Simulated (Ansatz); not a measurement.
Correlation energies of `C#CCS(=O)(=O)c1ccccc1` by basis set

Cartesian coordinates in Å:
```
C -0.7613 1.9587 2.4867
C -1.4244 1.5096 1.5946
C -2.2044 0.9609 0.5149
S -1.7658 -0.7410 0.0914
O -1.8738 -1.5328 1.2818
O -2.5396 -1.0514 -1.0785
C -0.0674 -0.6359 -0.3642
C 0.2620 -0.3529 -1.6820
C 1.5984 -0.2596 -2.0334
C 2.5826 -0.4489 -1.0730
C 2.2392 -0.7387 0.2401
C 0.9062 -0.8341 0.6039
H -0.1779 2.3577 3.2824
H -2.1059 1.5429 -0.4041
H -3.2667 0.8889 0.7689
H -0.5242 -0.2323 -2.4173
H 1.8727 -0.0472 -3.0598
H 3.6274 -0.3778 -1.3527
H 3.0126 -0.8951 0.9826
H 0.6104 -1.0712 1.6177
```

The species carries charge 0 and has multiplicity 1. The geometry is a stationary point of PBE0-D4/def2-TZVP. It is one conformer, not always the lowest. Frozen core, restricted reference, Ansatz 0.2.0. CBS rows extrapolate triple and quadruple zeta; past MP2 they add the triple-zeta difference.

| basis | HF (Eh) | MP2 corr. |
| --- | --- | --- |
| def2-SVP | -892.06547 | -1.67066 |
| def2-TZVPP | -892.82948 | -2.06600 |
| def2-QZVPP | -892.86404 | -2.21185 |

Problem. Estimate the CCSD correlation energy and the (T) correction in each basis where they were run (hartree).

Solution. 
```json
{"basis": "def2-SVP", "CCSD corr.": "-1.72428", "(T)": "-0.07214"}
{"basis": "def2-TZVPP", "CCSD corr.": "-2.09091", "(T)": "-0.10988"}
{"basis": "CBS(def2)", "CCSD corr.": "-2.34480", "(T)": "as TZ"}
```
